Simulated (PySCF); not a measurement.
A structure optimised at B3LYP-D3(BJ)/def2-TZVP, used in a PySCF frequency run:

```xyz
5

C      0.0563    -1.0970     0.0000
Si    -0.1201     0.6008     0.0000
H     -0.7745    -1.7890     0.0000
H      1.0468    -1.5428     0.0000
H      1.0718     1.5026     0.0000
```
Charge 0, spin multiplicity 2.

Q: Write its SMILES, formula and point group.

A: C=[SiH], CH3Si, Cs

Q: What are its rotational constants (standard atomic weights)?

A: 157.48, 15.562, 14.163 GHz
